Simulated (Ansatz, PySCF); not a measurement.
C3H8ClNSi, SMILES C/N=C/[Si@@H](C)Cl.

Geometry: PBE0-D3(BJ)/def2-SVP. The structure was generated by enumeration; whether it is a known compound was not checked. Other conformers were not sampled.

Vertical ionisation energy (IE) and electron affinity (EA) in eV. Rows of orbital energies are one-electron estimates. Where ΔSCF, EOM or ADC give a negative EA the extra electron is unbound and the value depends on the basis.

| level | IE | EA |
|---|---|---|
| −ε(HOMO), −ε(LUMO), ωB97X/def2-TZVP (PySCF) | 9.74 | -1.17 |
| −ε(HOMO), −ε(LUMO), PBE/def2-TZVP (PySCF) | 5.88 | 2.09 |
| ΔSCF, CAM-B3LYP/def2-SVPD (Ansatz), final states of multiplicity 2 and 2 | 9.48 | -0.66 |
| ΔSCF, PBE/def2-SVPD (Ansatz), final states of multiplicity 2 and 2 | 8.97 | -0.48 |

Question: What vertical singlet–triplet gap does ΔSCF give with CAM-B3LYP/def2-SVPD (Ansatz, an electronic-structure program) and with PBE/def2-SVPD (Ansatz)? (An estimate is asked for; the answer gives what the named calculation found.)

Answer: 3.63 and 3.49 eV (triplet above singlet where positive).
